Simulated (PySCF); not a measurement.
**Electron correlation in Hg+ (mercury, charge +1)**

[Xe] 4f14 5d9 6s1 6p1, one real determinant (an excited configuration). All numbers are calculated (PySCF 2.14, scalar relativity through the core potential, in def2-QZVPPD with the def2 core potential (60 electrons)). Frozen: nothing; 19 electrons correlated.

MP2 pair energies summed by pair of shells (mhartree):

```json
{"pair": "5d-5d", "energy": "-263.21", "share (%)": "44.8"}
{"pair": "5p-5d", "energy": "-154.46", "share (%)": "26.3"}
{"pair": "5p-5p", "energy": "-43.80", "share (%)": "7.5"}
{"pair": "5d-6s", "energy": "-42.40", "share (%)": "7.2"}
{"pair": "5s-5d", "energy": "-24.01", "share (%)": "4.1"}
{"pair": "5d-6p", "energy": "-22.08", "share (%)": "3.8"}
{"pair": "5s-5p", "energy": "-21.11", "share (%)": "3.6"}
{"pair": "5p-6s", "energy": "-6.81", "share (%)": "1.2"}
{"pair": "5s-5s", "energy": "-3.48", "share (%)": "0.6"}
{"pair": "5p-6p", "energy": "-3.32", "share (%)": "0.6"}
{"pair": "6s-6p", "energy": "-1.95", "share (%)": "0.3"}
{"pair": "5s-6s", "energy": "-0.57", "share (%)": "0.1"}
{"pair": "5s-6p", "energy": "-0.32", "share (%)": "0.1"}
```

Total MP2 correlation energy: -587.52 mhartree.

Same-spin part -195.91 and opposite-spin part -391.60 mhartree; SCS-MP2 scales them by 1/3 and 6/5 to -535.23 mhartree.

The reference is one real determinant that mixes LS terms of this configuration.

The basis has no tight functions for the innermost shells, so their pair energies are far from complete.

This basis was not built for core-valence correlation, so the inner-shell part is incomplete.
